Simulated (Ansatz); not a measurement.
Consider the formal exchange of groups at the Al–Si bond: `[OH][AlH][SiH2]O` + `[SiH3][SeH]` → `[OH][AlH][SiH2][SeH]` + `O[SiH3]`.

Calculated with Ansatz (gas phase, PBE0-D4/def2-TZVP geometries, no zero-point term in ΔE). CCSD(T)/CBS is the MP2 limit (def2-TZVPP, def2-QZVPP) plus CCSD(T) − MP2 in def2-TZVPP, frozen cores. Functionals use def2-TZVPP. For Se outer-core shells are correlated without core-valence functions, which leaves a few kJ/mol of doubt a bond. Scalar relativity is left out up to krypton. One conformer a species, not always the lowest.

`[OH][AlH][SiH2]O`:

Cartesian coordinates in Å:
```
O 0.576 -0.619 -2.259
Al -0.602 -0.861 -1.056
Si -0.229 0.160 1.164
O 1.087 1.181 1.173
H 1.393 -0.152 -2.090
H -1.851 -1.731 -1.494
H -1.448 0.879 1.654
H 0.086 -0.876 2.187
H 0.988 2.019 0.722
```

`[SiH3][SeH]`:

```xyz
6

Si    0.422   -0.189   -0.343
Se   -1.119    1.287    0.458
H     1.432   -0.534    0.688
H     1.072    0.516   -1.473
H    -0.222   -1.436   -0.826
H    -1.585    0.357    1.496
```

`[OH][AlH][SiH2][SeH]`:

Cartesian coordinates in Å:
```
O -1.814 -0.662 -0.466
Al -1.032 0.260 0.729
Si 1.366 0.414 0.296
Se 1.725 -0.585 -1.737
H -2.752 -0.842 -0.480
H -1.873 0.883 1.921
H 2.191 -0.257 1.342
H 1.861 1.819 0.230
H 0.328 -1.029 -1.836
```

`O[SiH3]`:

Cartesian coordinates in Å:
```
O -0.043 0.471 1.191
Si 0.177 -0.164 -0.313
H -0.920 0.777 1.424
H -0.678 -1.363 -0.534
H 1.605 -0.545 -0.389
H -0.141 0.825 -1.379
```

(1) Is it downhill or uphill in electronic energy at CCSD(T)/CBS, and by how much? (Best estimate.)

(2) What do these levels give: CAM-B3LYP-D4, ωB97M-V, PBE, BLYP, LC-ωPBE, HF/def2-TZVPP? (Estimate.)

Largest T1 diagnostic among the species: 0.013.

Results:

(1) Computed: Downhill: ΔE = -0.23 eV.

(2) Computed: CAM-B3LYP-D4 -0.21, ωB97M-V -0.22, PBE -0.18, BLYP -0.15, LC-ωPBE -0.20, HF/def2-TZVPP -0.19 eV.

At CCSD(T), def2-SVP lies −0.04 eV from the extrapolated value and def2-TZVPP −0.00 eV. From BLYP to BHLYP (50 % exact exchange), in def2-TZVPP and without D4, ΔE moves by −0.05 eV. In def2-TZVPP, CCSD(T) changes the Hartree–Fock value by −0.04 eV (the triples alone add −0.01 eV) and MP2 by −0.07 eV.
